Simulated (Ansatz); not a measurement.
Reaction (ligand exchange at the Si–Br bond): `C=C[SiH](Br)C=C` + HCl → `C=C[SiH](Cl)C=C` + HBr

Calculated with Ansatz (gas phase, PBE0-D4/def2-TZVP geometries, no zero-point term in ΔE). CCSD(T)/CBS adds triple-zeta CCSD(T) − MP2 to the extrapolated MP2 energy (def2 sets, frozen cores). This one scheme is used for every species. DFT in def2-TZVPP. B3LYP here is the variant with VWN-RPA as its local correlation; programs differ in this. For Br outer-core shells are correlated without core-valence functions, which leaves a few kJ/mol of doubt a bond. Scalar relativity is left out up to krypton. Each species was taken in one conformer, which may not be the lowest.

```json
{"species": "`C=C[SiH](Br)C=C`", "B3LYP energy (Eh)": "-3020.42150"}
{"species": "HCl", "B3LYP energy (Eh)": "-460.83627"}
{"species": "`C=C[SiH](Cl)C=C`", "B3LYP energy (Eh)": "-906.46991"}
{"species": "HBr", "B3LYP energy (Eh)": "-2574.78969"}
```

Question: Work out ΔE.

Answer: ΔE = (-906.46991) + (-2574.78969) − (-3020.42150) − (-460.83627) = -0.00183 Eh = -4.8 kJ/mol. CCSD(T)/CBS gives +1.1 kJ/mol.

Largest T1 diagnostic among the species: 0.011.

In def2-TZVPP, CCSD(T) changes the Hartree–Fock value by +3.8 kJ/mol (the triples alone add +0.5 kJ/mol) and MP2 by +5.7 kJ/mol.
